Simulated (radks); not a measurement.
Species: the erbium ion Er2+. Configuration: [Xe] 4f11 6s1 (not the ground configuration). Calculated with a radial shooting solver on a logarithmic mesh with Libxc functionals: scalar-relativistic Kohn-Sham, r2SCAN, spin-unpolarised, spherical densities, finite nucleus; meta-GGA in the generalised Kohn-Sham scheme; Fermi nuclear charge, rms radius 5.2516 fm.

X-ray form factor f0, the Fourier transform of the density (f0(0) = 66):

| sin(theta)/lambda (1/angstrom) | f0 (electrons) |
|---|---|
| 0.05 | 65.196 |
| 0.1 | 63.057 |
| 0.15 | 60.128 |
| 0.2 | 56.846 |
| 0.25 | 53.453 |
| 0.3 | 50.101 |
| 0.4 | 43.920 |
| 0.5 | 38.700 |
| 0.6 | 34.350 |
| 0.8 | 27.518 |
| 1 | 22.594 |
| 1.25 | 18.575 |
| 1.5 | 16.070 |
| 2 | 12.578 |
